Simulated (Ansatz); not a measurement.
Z-matrix (Å, degrees):
```
C
C 1 1.3558
H 2 1.0922 1 121.15
H 1 1.0925 2 120.48 3 180.00
C 1 1.4470 4 114.57 2 -180.00
S 5 1.6521 1 121.76 4 -0.01
S 2 1.7382 3 116.03 1 -180.00
H 7 1.3522 2 96.48 3 0.00
S 5 1.7731 1 115.55 4 -179.99
H 9 1.3530 5 93.79 1 179.99
```
Charge 0, multiplicity 1.

Method: frozen-core CCSD(T)/cc-pVTZ // PBE-D3(BJ)/def2-TZVP (Ansatz, a first-principles code). The restricted HF reference is unstable towards unrestricted orbitals.

```
Property                        Result
----------------------  --------------
HF energy               -1308.57237 Ha
MP2 correlation energy     -1.00321 Ha
```

Task: Estimate the CCSD correlation energy, the (T) correction, the total energy and the T1 diagnostic.

Result: 
```
Property                          Value
-----------------------  --------------
CCSD correlation energy     -1.05325 Ha
(T) correction              -0.05885 Ha
CCSD(T) total energy     -1309.68447 Ha
T1 diagnostic                     0.017
```
